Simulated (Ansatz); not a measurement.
`[NH2][SnH2][NH2]` + `BCOC#N` → `[BH2][SnH2][NH2]` + `N#COCN`  (formal exchange of groups at the Sn–N bond)

Computed with Ansatz on PBE0-D4/def2-TZVP structures; ΔE is electronic, products minus reactants. CBS: MP2 limit from def2 TZ/QZ plus the TZ coupled-cluster correction, frozen cores. DFT in def2-TZVPP. B3LYP here is the variant with VWN-RPA as its local correlation; programs differ in this. Elements past krypton have def2 core potentials. For Sn outer-core shells are correlated without core-valence functions, which leaves a few kJ/mol of doubt a bond. Each species was taken in one conformer, which may not be the lowest.

Problem. Is it downhill or uphill in electronic energy at CCSD(T)/CBS, and by how much? (Estimate.)

Solution. Computed: Uphill: ΔE = +53.3 kJ/mol.

Problem. What do these levels give: LDA (SPW92), PBE-D4, r2SCAN-D4, B97M-V, r2SCANh-D4, PBE0, B3LYP, BHLYP, MP2/def2-QZVPP, SCS-MP2/def2-QZVPP, HF/CBS(def2), MP2/CBS(def2)? (Estimate.)

Solution. Ansatz gave: LDA (SPW92) 37.2, PBE-D4 40.4, r2SCAN-D4 46.7, B97M-V 53.1, r2SCANh-D4 46.6, PBE0 41.7, B3LYP 47.2, BHLYP 50.0, MP2/def2-QZVPP 56.6, SCS-MP2/def2-QZVPP 56.7, HF/CBS(def2) 52.7, MP2/CBS(def2) 58.1 kJ/mol.

Largest T1 diagnostic among the species: 0.014.

At CCSD(T), def2-SVP lies −20.7 kJ/mol from the extrapolated value and def2-TZVPP −4.8 kJ/mol. From BLYP to BHLYP (50 % exact exchange), in def2-TZVPP and without D4, ΔE moves by +4.2 kJ/mol. Leaving LDA and LC-ωPBE aside and taking each functional with its dispersion term where it has one, the values spread over 12.7 kJ/mol, from PBE-D4 to B97M-V.
